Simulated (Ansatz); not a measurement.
Input for Ansatz (an electronic-structure program): R-SVWN5/def2-TZVPPD on H2 (SMILES [H][H]) with ghost functions. Files ending in .json are basis or fitting sets from the Basis Set Exchange.

Ansatz 0.2 input:
```yaml
crystal:
  periodic: [false, false, false]
  atoms:
    - {symbol: H, position_ang: [0.02957959, -0.32952898, 0.15438861]}
    - {symbol: H, position_ang: [0.37830172, -0.16103389, -0.48324705]}
basis:
  gaussian:
    orbitals: def2-TZVPPD.json
    ghost_atoms:
      - {symbol: C, position_ang: [0.90059686, 0.72766348, 3.08637256]}
      - {symbol: S, position_ang: [-0.73699858, -0.07169051, 3.06999601]}
      - {symbol: H, position_ang: [0.90601075, 1.60187676, 3.73383551]}
      - {symbol: H, position_ang: [1.59349010, -0.01030070, 3.48716050]}
      - {symbol: H, position_ang: [1.21811711, 0.99783166, 2.08128226]}
      - {symbol: H, position_ang: [-1.42547954, 0.97031069, 2.57631322]}
hamiltonian:
  xc: {name: SVWN5}
scf: {lower_state_search: off}
```

Program output:

```
WARN ansatz: RAYON_NUM_THREADS=2 ignored (pool sized by the plan → 2); use --threads N
Functional definition: SVWN5
these checks for a lower state are left out or cut short: stability, starts, cluster_reference, orbital_swaps, neighbouring_geometries, increment
integrals: 0.07 GiB planned
797 factors; their error is unknown
mean field: 0.64 GiB planned
mean field evaluation 1: about -30.6010 eV, gradient 9.9e0 eV
mean field evaluation 2: about -30.9029 eV, gradient 3.4e0 eV
mean field evaluation 4: about -30.9438 eV, gradient 4.9e-2 eV
mean field evaluation 8: about -30.9403 eV, gradient 2.9e-3 eV
mean field -30.94027845 eV, -1.1370342611 hartree, gradient 2.6e-6 eV, S^2 0.000000; 0 other end points of the search recorded, 0 dependent functions left out
reference -30.94030201 eV, -1.1370351266 hartree; 1, 1 occupied and 189, 189 virtual orbitals, 797 factors
Total energy: -30.94030201 eV, -1.1370351266 hartree
Checks for a lower state left out: stability, starts, cluster_reference, orbital_swaps, neighbouring_geometries, increment
```

The run converged.

Cost: about 1.6 core-seconds (a rough figure).
